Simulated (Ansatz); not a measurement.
`N[B]([SiH3])[SbH2]` + CH₃NH₂ → `CN[SiH3]` + `N[BH][SbH2]`  (cleavage of the Si–B bond)

Gas-phase electronic energies from Ansatz, PBE0-D4/def2-TZVP geometries. CCSD(T)/CBS is the MP2 limit (def2-TZVPP, def2-QZVPP) plus CCSD(T) − MP2 in def2-TZVPP, frozen cores. DFT in def2-TZVPP. HSE06 is defined as in plane-wave codes. def2 core potentials past Kr. For Sb outer-core shells are correlated without core-valence functions, which leaves a few kJ/mol of doubt a bond. One conformer a species, not always the lowest.

| level | ΔE (kcal/mol) |
| --- | --- |
| HSE06-D4 | -10.9 |
| r2SCANh | -12.9 |

Question: What does CCSD(T)/CBS give? (Estimate.)

Answer: Computed: -12.8 kcal/mol. The listed levels differ from it by 1.9, -0.1 kcal/mol.

Largest T1 diagnostic among the species: 0.014.

From r2SCAN to r2SCAN0 (25 % exact exchange), in def2-TZVPP and without D4, ΔE moves by −0.8 kcal/mol. The D4 term adds +0.9 kcal/mol with B3LYP and +0.5 kcal/mol with PBE0; it sums over pairs of atoms, weighted by their polarisabilities, and B3LYP, whose exchange is more repulsive, gets the larger term.

B3LYP here is the variant with VWN-RPA as its local correlation; programs differ in this.
